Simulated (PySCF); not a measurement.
# HgC: frontier orbitals

M06-L at R = 2.136 Å; PySCF, spin-free X2C with a Gaussian nucleus, basis sets Hg x2c-TZVPPall, C x2c-TZVPPall. State: triplet, unpaired electrons π ↑↑, a mixture of terms (⟨Lz²⟩ = 3.5). Only the outer orbitals are listed, counted within each symmetry.

```csv
spin,orbital,occ.,ε (eV),on Hg (%),main shells (%)
α,8π,1,-11.80,98,98 Hg d
α,8π,1,-11.80,98,98 Hg d
α,4δ,1,-11.50,100,100 Hg d
α,4δ,1,-11.43,100,100 Hg d
α,15σ,1,-11.28,80,"79 Hg d, 16 C s"
α,16σ,1,-7.53,74,"74 Hg s, 21 C p"
α,9π,1,-5.36,8,92 C p
α,9π,1,-5.36,8,92 C p
α,17σ,0,-3.88,49,"51 C p, 23 Hg s, 22 Hg p"
α,10π,0,-0.50,97,95 Hg p
α,10π,0,-0.50,97,95 Hg p
β,14σ,1,-13.56,54,"47 Hg d, 41 C s"
β,8π,1,-11.71,99,99 Hg d
β,8π,1,-11.71,99,99 Hg d
β,4δ,1,-11.48,100,100 Hg d
β,4δ,1,-11.41,100,100 Hg d
β,15σ,1,-10.43,62,"49 Hg d, 38 C s, 12 Hg s"
β,16σ,1,-6.87,75,"75 Hg s, 16 C s, 9 C p"
β,17σ,0,-2.93,42,"57 C p, 28 Hg p, 12 Hg s"
β,9π,0,-2.52,36,"64 C p, 35 Hg p"
β,9π,0,-2.52,36,"64 C p, 35 Hg p"
```

Task: Which are the highest filled and the lowest empty level, where do they sit, and how wide is the gap?

Result: Highest filled α 9π at -5.36 eV (in %: 92 C p); lowest empty α 17σ at -3.88 eV (in %: 51 C p, 23 Hg s, 22 Hg p); the gap at M06-L is 1.48 eV.

| Quantity | Value |
| --- | --- |
| bond order (Mayer) | 0.90 |
| ⟨S²⟩ | 2.038 |
| charge on Hg (Mulliken, basis-dependent) | 0.23 |
| charge on Hg (Löwdin, basis-dependent) | 0.29 |
| dipole moment (positive dipole means Hg(−)C(+)) | -2.56 D |

Spin–orbit coupling is left out. The state was picked by a PBE0 search and need not be the measured ground state.
